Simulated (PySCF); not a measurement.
Property card for `COCc1cnoc1Cl`

Compound: C5H6ClNO2.
Cartesian coordinates in Å at the GFN2-xTB level; atoms count from 1:
```xyz
15
C5H6ClNO2 angstrom
C      2.5353   -0.2946    0.1597
O      1.1838    0.0199    0.3719
C      0.3934   -0.1376   -0.7869
C     -1.0225    0.1628   -0.4348
C     -1.7771    1.3397   -0.6572
N     -2.9782    1.2322   -0.1662
O     -3.0765    0.0101    0.4044
C     -1.9113   -0.6282    0.2507
Cl    -1.7612   -2.1883    0.8732
H      3.0413   -0.1313    1.1084
H      2.9789    0.3510   -0.6085
H      2.6569   -1.3414   -0.1453
H      0.4737   -1.1712   -1.1611
H      0.7329    0.5480   -1.5785
H     -1.4740    2.2368   -1.1573
```

Structural features include: pyridine-type ring nitrogen, aromatic ring with oxygen, ether and C–Cl bond.

**GFN2-xTB geometry**

| Quantity | Value |
| --- | --- |
| Point group of the GFN2-xTB geometry | C1 |
| Rotational constants A, B, C of the GFN2-xTB geometry | 1.968, 1.048, 0.720 GHz |

**PBE0/pcSseg-1 ground state and GIAO shieldings, non-relativistic (PySCF)**

| Item | Value |
| --- | --- |
| Dipole moment | 4.02 D |
| HOMO energy | -7.55 eV |
| LUMO energy | -0.74 eV |
| HOMO–LUMO gap | 6.81 eV |
| Lowest Hirshfeld atomic charge | -0.15 e on O2 |
| Highest Hirshfeld atomic charge | +0.08 e on C8/H15 |
| 13C chemical shifts (computed TMS as zero) by class | 169.5 (C8), 156.6 (C5), 120.7 (C4), 67.0 (C3), 61.3 (C1) ppm |
| 1H chemical shifts (computed TMS as zero) by class | 8.25 (H15), 4.19 (H13/H14), 3.62 (H10/H11/H12) ppm |
| Isotropic shieldings of nuclei other than C and H, by class | -153 (N6), -75 (O7), 304 (O2), 747 (Cl9) ppm |
| Mayer bond orders between heavy atoms | C1–O2 0.93, O2–C3 0.97, C3–C4 1.04, C4–C5 1.26, C5–N6 1.62, N6–O7 1.01, O7–C8 1.05, C8–Cl9 1.10, C8–C4 1.46 |

Monoisotopic mass from the formula: 147.0087 u.

The dipole equals about 13.4 × 10⁻³⁰ C·m (1 D = 3.33564 × 10⁻³⁰ C·m). With B = h/(8π²I), that is 505.379 GHz u Å² over I, the principal moments of inertia are 256.8, 482.4 and 701.7 u Å² (most abundant isotopes). The rotational constants make it an asymmetric top with κ = (2B − A − C)/(A − C) = -0.48, nearer the prolate limit (−1).

One conformer (not necessarily the lowest) at the GFN2-xTB geometry, without solvent or vibrations. NMR classes are plain means over equivalent atoms (diastereotopic ones count apart unless rotation or inversion swaps them), as if these changed places fast; in this geometry the members of some classes differ.
